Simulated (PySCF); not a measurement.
Al(Cl)(GeH3)(Me) (CH₆AlClGe), SMILES [Cl][Al]([GeH3])[CH3].

Geometry optimised at B3LYP-D3(BJ)/def2-SVP. The structure was generated by enumeration; whether it is a known compound was not checked.

Calculation: B3LYP-D3(BJ)/def2-SVP (PySCF).

Frequencies are harmonic and unscaled.

```tsv
mode	ν (cm⁻¹)	IR (km/mol)	Raman (Å⁴/amu)	depolarisation	moving atoms (share of kinetic energy)
1	13	0.0	0.2	0.73	H 97 %
2	21	0.0	0.1	0.75	H 97 %
3	91	3.7	1.8	0.75	Cl 40 %, Al 18 %, Ge 16 %, C 13 %, H 13 %
4	141	6.0	4.4	0.51	C 36 %, H 24 %, Cl 20 %, Ge 19 %
5	151	13.0	0.0	–	Al 61 %, H 24 %
6	292	6.5	19.1	0.09	Al 34 %, Ge 24 %, C 17 %, Cl 17 %, H 8 %
7	390	5.5	0.6	0.75	H 90 %
8	413	11.4	5.0	0.73	H 89 %
9	509	67.0	4.6	0.36	Al 48 %, Cl 34 %, H 10 %
10	624	22.2	2.0	0.69	H 73 %, C 17 %, Al 9 %
11	669	66.3	8.5	0.34	Al 44 %, C 36 %, H 17 %
12	697	158.5	0.3	0.63	H 70 %, C 19 %, Al 10 %
13	800	153.8	11.7	0.65	H 96 %
14	888	36.6	28.1	0.75	H 99 %
15	889	33.7	29.1	0.75	H 99 %
16	1213	17.7	6.3	0.20	H 80 %, C 20 %
17	1420	1.1	11.2	0.75	H 96 %
18	1423	4.7	8.8	0.75	H 95 %
19	2096	86.9	308.0	0.00	H 100 %
20	2102	115.6	161.5	0.75	H 98 %
21	2103	127.7	159.3	0.73	H 98 %
22	3014	2.3	142.1	0.01	H 97 %
23	3094	4.1	89.2	0.72	H 91 %, C 9 %
24	3125	3.4	125.2	0.68	H 91 %, C 9 %
```
